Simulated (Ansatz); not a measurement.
Cost and result for the atomization energy of CH₇ClSSi₂, SMILES `C[SiH2]S[SiH2]Cl` (12 atoms, 11 bonds).

Z-matrix (Å, degrees):
```
C
Si 1 1.861
H 1 1.092 2 110.8
H 1 1.092 2 110.8 3 120.5
H 1 1.093 2 110.0 3 -119.8
S 2 2.154 1 107.0 3 -60.7
H 2 1.486 1 111.5 3 -179.7
H 2 1.485 1 111.6 3 58.8
Si 6 2.115 2 98.6 1 176.6
Cl 9 2.055 6 112.5 2 -76.8
H 9 1.481 6 110.8 2 42.4
H 9 1.478 6 107.2 2 164.9
```

Total charge 0; spin multiplicity 1. The geometry is a stationary point of PBE0-D4/def2-TZVP. It is one conformer, not always the lowest. Program: Ansatz. All runs use 4 threads of an Arm Neoverse V1 on a shared host. Times are those of one run each, without the atoms' runs, and a repeat can differ threefold. Electronic energies, without spin–orbit coupling; frozen cores. CCSD(T)/CBS adds CCSD(T) − MP2 in def2-TZVPP to the MP2 limit, and its time is that of the two runs behind it. T1 = 0.010. B3LYP takes the VWN-RPA correlation (the form of Gaussian; ORCA's B3LYP/G). HSE06 is the plane-wave form, built on full-range PBE exchange.

CCSD(T)/CBS is a level of theory with its own doubt, some kJ/mol a heavy atom from the limit and from the frozen cores, so smaller differences don't rank the functionals.

```json
{"level": "LDA (SPW92)/def2-TZVPP", "functions": "297", "wall time": "2.1 s"}
{"level": "BLYP-D4/def2-TZVPP", "functions": "297", "wall time": "3.4 s"}
{"level": "HSE06-D4/def2-TZVPP", "functions": "297", "wall time": "7 s"}
{"level": "CAM-B3LYP-D4/def2-TZVPP", "functions": "297", "wall time": "7 s"}
{"level": "CCSD(T)/def2-SVP", "functions": "121", "wall time": "7.5 s"}
{"level": "B2PLYP/def2-TZVPP", "functions": "297", "wall time": "9 s"}
{"level": "B3LYP-D4/def2-TZVPP (with forces)", "functions": "297", "wall time": "9.5 s"}
{"level": "r2SCANh-D4/def2-TZVPP", "functions": "297", "wall time": "11 s"}
{"level": "ωB97X-V/def2-TZVPP", "functions": "297", "wall time": "14 s"}
{"level": "B97M-V/def2-TZVPP", "functions": "297", "wall time": "15 s"}
{"level": "MP2/def2-QZVPP", "functions": "547", "wall time": "37 s"}
{"level": "CCSD(T)/def2-TZVPP", "functions": "297", "wall time": "5.3 min"}
{"level": "CCSD(T)/CBS(def2)", "functions": "–", "wall time": "5.9 min"}
```

Q: What atomization energy does each give, and how far from CCSD(T)/CBS? (Best estimate.)

A: Ansatz gave: 
| level | atomization (kJ/mol) | difference from CCSD(T)/CBS | per bond |
| --- | --- | --- | --- |
| LDA (SPW92)/def2-TZVPP | 4449.1 | 448.7 | 40.8 |
| BLYP-D4/def2-TZVPP | 3931.7 | -68.7 | -6.2 |
| HSE06-D4/def2-TZVPP | 3981.1 | -19.3 | -1.8 |
| CAM-B3LYP-D4/def2-TZVPP | 3982.3 | -18.1 | -1.6 |
| CCSD(T)/def2-SVP | 3709.4 | -291.0 | -26.5 |
| B2PLYP/def2-TZVPP | 3925.5 | -74.9 | -6.8 |
| B3LYP-D4/def2-TZVPP (with forces) | 3973.8 | -26.6 | -2.4 |
| r2SCANh-D4/def2-TZVPP | 3994.4 | -6.0 | -0.5 |
| ωB97X-V/def2-TZVPP | 4023.3 | 22.9 | 2.1 |
| B97M-V/def2-TZVPP | 4029.6 | 29.2 | 2.7 |
| MP2/def2-QZVPP | 3984.9 | -15.5 | -1.4 |
| CCSD(T)/def2-TZVPP | 3887.4 | -113.0 | -10.3 |
| CCSD(T)/CBS(def2) | 4000.4 | 0.0 | 0.0 |

The D4 term adds +56.1 kJ/mol with B3LYP and +29.6 kJ/mol with PBE0; it sums over pairs of atoms, weighted by their polarisabilities, and B3LYP, whose exchange is more repulsive, gets the larger term. From PBE to PBE0 (25 % exact exchange), in def2-TZVPP and without D4, the atomization energy moves by −12.7 kJ/mol: exact exchange takes away binding that semilocal exchange gives to molecules. At CCSD(T), def2-SVP lies −291.0 kJ/mol from the extrapolated value and def2-TZVPP −113.0 kJ/mol: correlation converges slowly with the basis, and small sets miss more of it in the bonded molecule than in its fragments.
